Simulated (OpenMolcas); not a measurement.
Ag2+ with 6 ligands (water) in octahedral coordination (Th) at 2.3 Å. Ligand basis ANO-RCC-VDZP.

```json
{
 "Program": "OpenMolcas 26.06",
 "Method": "SS-CASPT2, IPEA 0.25 Eh, imaginary shift 0.1 Eh (closed shells correlated: 4s 4p and the ligand valence shells)",
 "Basis": "ANO-RCC-VDZP [6s5p3d1f]",
 "Scalar Hamiltonian": "DKH2, point nucleus",
 "Active space": "9 electrons in 5 orbitals (4d)",
 "State averaging": "2S+1 = 2 even, 5 roots",
 "Spin-orbit coupling": "RASSI with atomic mean-field integrals over the reference wave functions"
}
```

(1) What is the spin-free ground state (labels of O, taken over from Oh, the nearest higher group)?

(2) Where is the first state of the same spin?

(3) What are the lowest two levels with spin-orbit coupling?

(4) What is χT at 300 K, and how does it compare with the textbook value?

(5) Which ligand-field parameters describe the states?

Results:

(1) 2E, 2-fold in its orbital part, 100 % from free-ion D terms; it has the highest spin that d9 allows.

(2) 2T2 at 9890 cm-1 above the ground state.

(3) A 4-fold level Γ8, then a 2-fold level Γ7 8560 cm-1 above it. Their leading multiplicities are 2 (100 %) and 2 (100 %).

(4) The lowest level has 2S+1 = 2, for which the spin-only value is χT = S(S+1) / 2 = 0.375 cm3 K/mol (g = 2). The computed 0.632 at 300 K differs by +0.257, through orbital momentum, spin-orbit coupling and any other state in reach.

(5) The gap between the two states is 10Dq = 9895 cm-1. 

Roots that are degenerate in the reference are averaged as groups; the widest CASPT2 spread within a group is 100 cm-1 (the 3-fold group of multiplicity 2 near 9890 cm-1 above the lowest state of its run). Shifts and gaps below about the spread of the groups concerned are not significant. Over all roots computed the reference weight is 0.70; a low but even weight reflects the number of correlated electrons. An orbital doublet at a regular site is open to a Jahn-Teller distortion, which this geometry leaves out. Ligand-to-metal charge-transfer states are missing. With one d shell and no ligand orbital active, 10Dq can be off by a tenth or more. Free-ion shares, where given, are those of the reference states; single-state CASPT2 does not remix them. No measured value stands beside these numbers; the geometry is a model, was not optimised and need not be the one that this ion takes.
